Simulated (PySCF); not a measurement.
Choosing a basis for TDDFT

Species: C4HBF2.
Atom-mapped SMILES: `[CH:1]#[C:2][C:3]#[C:4][B:5]([F:6])[F:7]` (hydrogens: H8 on C1)

Structure used (PBE0-D3(BJ)/def2-SVP), in Å, numbered top down from 1:
```xyz
8
C4HBF2 angstrom
C      2.8835   -0.3638    1.0899
C      1.7114   -0.2139    0.7998
C      0.3935   -0.0460    0.4725
C     -0.7856    0.0983    0.1785
B     -2.2534    0.2810   -0.1908
F     -2.7496    1.4768   -0.4297
F     -3.0638   -0.7521   -0.2839
H      3.9189   -0.4993    1.3460
```

TDDFT with PBE0 (PySCF), vertical singlets, core orbitals frozen in the response, spherical d and f functions. Geometry: PBE0-D3(BJ)/def2-SVP; no solvent, vibrations or thermal averaging.

```json
{"basis": "6-31G*", "functions": "100", "diffuse": "no", "S1 (eV)": "4.00", "S2 (eV)": "4.58", "S3 (eV)": "4.95", "S4 (eV)": "6.53", "S5 (eV)": "7.03", "LUMO (eV)": "-1.91", "α (au)": "51.7"}
{"basis": "def2-SVP", "functions": "103", "diffuse": "no", "S1 (eV)": "3.99", "S2 (eV)": "4.56", "S3 (eV)": "4.94", "S4 (eV)": "6.52", "S5 (eV)": "7.01", "LUMO (eV)": "-2.22", "α (au)": "54.1"}
{"basis": "6-31+G*", "functions": "128", "diffuse": "yes", "S1 (eV)": "3.95", "S2 (eV)": "4.52", "S3 (eV)": "4.91", "S4 (eV)": "6.47", "S5 (eV)": "6.92", "LUMO (eV)": "-2.32", "α (au)": "59.8"}
{"basis": "def2-SVPD", "functions": "154", "diffuse": "yes", "S1 (eV)": "3.95", "S2 (eV)": "4.53", "S3 (eV)": "4.92", "S4 (eV)": "6.47", "S5 (eV)": "6.95", "LUMO (eV)": "-2.37", "α (au)": "65.5"}
{"basis": "aug-cc-pVDZ", "functions": "170", "diffuse": "yes", "S1 (eV)": "3.94", "S2 (eV)": "4.52", "S3 (eV)": "4.90", "S4 (eV)": "6.46", "S5 (eV)": "6.90", "LUMO (eV)": "-2.34", "α (au)": "66.6"}
{"basis": "def2-TZVP", "functions": "223", "diffuse": "no", "S1 (eV)": "3.95", "S2 (eV)": "4.52", "S3 (eV)": "4.89", "S4 (eV)": "6.47", "S5 (eV)": "6.94", "LUMO (eV)": "-2.31", "α (au)": "62.4"}
{"basis": "def2-TZVPD", "functions": "274", "diffuse": "yes", "S1 (eV)": "3.95", "S2 (eV)": "4.51", "S3 (eV)": "4.89", "S4 (eV)": "6.46", "S5 (eV)": "6.92", "LUMO (eV)": "-2.33", "α (au)": "67.1"}
```

Task: How much do these states and the polarisability depend on the basis?

Result: States are compared by their number. Against the largest diffuse basis here (def2-TZVPD, itself not a converged limit), sets without diffuse functions differ by up to 0.05 eV in S1 and 0.10 eV in S5; the smaller diffuse sets differ by up to 0.00 and 0.03 eV. State by state, the largest deviation of a set without diffuse functions is S1 0.05, S2 0.07, S3 0.06, S4 0.07, S5 0.10 eV. The same number needn't mean the same state in each row. Against def2-TZVPD the polarisability deviates by -23% in 6-31G*, -19% in def2-SVP, -11% in 6-31+G*, -2% in def2-SVPD, -1% in aug-cc-pVDZ, -7% in def2-TZVP. A single + in a Pople set puts diffuse functions on heavy atoms only.
